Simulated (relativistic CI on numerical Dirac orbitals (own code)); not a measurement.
Xe25+: sensitivity of the levels to the model

Base calculation: Dirac-Coulomb-Breit CI, KLI orbitals optimised for each configuration, a model potential for QED, unscaled Slater integrals.

Configurations in the expansion (outside the closed core [Ar]): 3d10 4s, 3d10 4p, 3d10 4d, 3d10 4f, 3d10 5s, 3d10 5p, 3d10 5d, 3d10 5f, 3d10 5g, 3d9 4p2, 3d10 6s, 3d10 6p, 3d10 6d, 3d9 4s2, 3d8 4s 4p2, 3d10 6f. Levels of other configurations are missing.

Variants: (1) P86 correlation estimate; (2) one mean potential for all configurations; (3) non-relativistic limit. Shifts of the energy above 3d10 4s 2S_1/2, in eV, for the lowest level and the first level of each name with at least 55 % of one term (blank where a level changes its place among those of its configuration and J or its character, or is not in the variant):

```
          Level     Base    Δ(1)    Δ(2)     Δ(3)
 3d10 4s 2S_1/2    0.000   0.000   0.000    0.000
3d10 4p 2P°_1/2   53.044  +0.080  +0.008   -3.445
3d10 4p 2P°_3/2   71.247  +0.080  +0.009  -21.647
 3d10 4d 2D_3/2  157.204  +0.132  +0.002  -23.171
 3d10 4d 2D_5/2  160.797  +0.132  +0.001  -26.763
3d10 4f 2F°_5/2  252.157  -0.153  -0.037  -26.155
3d10 4f 2F°_7/2  252.648  -0.153  -0.037  -26.646
 3d10 5s 2S_1/2  356.876  -0.273  +0.031  -14.050
3d10 5p 2P°_1/2  381.625  -0.240  +0.037  -15.444
3d10 5p 2P°_3/2  389.819  -0.240  +0.039  -23.639
 3d10 5d 2D_3/2  429.444  -0.239  +0.029  -24.307
 3d10 5d 2D_5/2  431.126  -0.239  +0.031  -25.990
3d10 5f 2F°_5/2  470.969  -0.406  +0.023  -25.786
3d10 5f 2F°_7/2  471.298  -0.406  +0.025  -26.115
 3d10 5g 2G_7/2  486.767  +0.043  +0.073  -25.587
 3d10 5g 2G_9/2  486.888  +0.043  +0.074  -25.709
 3d10 6s 2S_1/2  528.375  -0.182  +0.078  -19.442
3d10 6p 2P°_1/2  541.844  -0.178  +0.087  -20.124
3d10 6p 2P°_3/2  546.260  -0.178  +0.081  -24.540
 3d10 6d 2D_3/2  567.817  -0.180  +0.077  -24.884
 3d10 6d 2D_5/2  568.751  -0.180  +0.073  -25.817
 3d9 4s2 2D_5/2  580.860  +1.188  +2.098  +36.035
```

At this charge energies of transitions that change n are usually good to better than 1 %, and those within a shell (Δn = 0) to a few per cent.

Ionisation energy from the two ground configurations alone: base 855.971 eV; P86 correlation estimate 856.224 eV. The NIST ASD value (semi-empirical) is 857 eV.

LS names give the leading component of a level, which can be under half, so a name can repeat, a term be missing and a line seem to break the LS rules.
